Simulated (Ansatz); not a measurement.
(1) Predict a relaxed structure of Cd₂F₂⁺, charge 1, doublet, at r2SCAN-D4/def2-TZVP (Ansatz).

Results:

(1) 
```tsv
atom	x (Å)	y (Å)	z (Å)
Cd1	1.074	-0.005	0.075
Cd2	-3.115	0.018	-0.212
F3	-0.930	0.018	-0.048
F4	2.972	-0.031	0.185
```
Point group C∞v (tolerance 0.1 Å). This is one stationary point.

In the def2 sets Cd takes a core potential; there is no spin–orbit coupling. The relaxation made no stability test and no search for a lower SCF solution. The structure comes from a short search, and lower isomers may exist.
